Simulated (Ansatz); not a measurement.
Computed with Ansatz on PBE0-D4/def2-TZVP structures; ΔE is electronic, products minus reactants. CCSD(T)/CBS adds triple-zeta CCSD(T) − MP2 to the extrapolated MP2 energy (def2 sets, frozen cores). This one scheme is used for every species. DFT in def2-TZVPP. B3LYP here is the variant with VWN-RPA as its local correlation; programs differ in this.

`C[Si]([AlH2])([SiH3])Cl` + H₂ → `C[SiH]([AlH2])Cl` + SiH₄  (hydrogenolysis of the Si–Si bond)

| level | ΔE (kcal/mol) | difference from CCSD(T)/CBS |
| --- | --- | --- |
| PBE-D4 | 0.8 | 3.9 |
| PBE0-D4 | -1.0 | 2.1 |
| r2SCAN | -2.1 | 1.0 |
| PBE0 | -3.0 | 0.1 |
| B3LYP | -6.4 | -3.3 |
| HF/def2-TZVPP | -12.2 | -9.1 |
| MP2/def2-TZVPP | -3.4 | -0.3 |
| CCSD(T)/def2-TZVPP | -4.0 | -0.9 |
| SCS-MP2/def2-QZVPP | -5.1 | -2.0 |
| MP2/CBS(def2) | -2.4 | 0.7 |
| CCSD(T)/CBS | -3.1 | 0 |

Largest T1 diagnostic among the species: 0.012.

The D4 term adds +3.5 kcal/mol with B3LYP and +2.0 kcal/mol with PBE0; it sums over pairs of atoms, weighted by their polarisabilities, and B3LYP, whose exchange is more repulsive, gets the larger term. From PBE to PBE0 (25 % exact exchange), in def2-TZVPP and without D4, ΔE moves by −1.6 kcal/mol. In def2-TZVPP, CCSD(T) changes the Hartree–Fock value by +8.2 kcal/mol (the triples alone add +1.6 kcal/mol) and MP2 by +8.8 kcal/mol.
